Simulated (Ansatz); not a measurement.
A series at Ta: from tantalum pentafluoride, ligands are replaced one by one, each step taking up HCl and setting free H–F; n counts the steps. Ansatz, PBE0-D4/def2-TZVP geometries.

| n | molecule | zero-point energy, PBE0-D4/def2-TZVP (kJ/mol) |
| --- | --- | --- |
| 0 | `[F][Ta]([F])([F])([F])[F]` | 29.3 |
| 1 | `[F][Ta]([F])([F])([F])[Cl]` | 27.0 |
| 2 | `[F][Ta]([F])([F])([Cl])[Cl]` | ? |
| 3 | `[F][Ta]([F])([Cl])([Cl])[Cl]` | 22.0 |

By hand: fit a straight line y = ȳ + b (n − n̄) to the 3 given rows and predict n = 2.

n̄ = 1.333, ȳ = 26.10; Σ(n − n̄)(y − ȳ) = -11.40, Σ(n − n̄)² = 4.667, so b = -2.44 kJ/mol a step. Prediction: 26.10 + (-2.44) × (0.667) = 24.5 kJ/mol.

By hand: compare with the computed value, 24.4 kJ/mol, and give the steps along the whole series.

The line misses by -0.1 kJ/mol (computed minus predicted). Steps: -2.3, -2.6, -2.4 kJ/mol.

The steps differ by at most 0.3 kJ/mol, 12 % of a mean step, so the ligands' effects nearly add and a line is close. The miss is 1.4 % of the series' range.
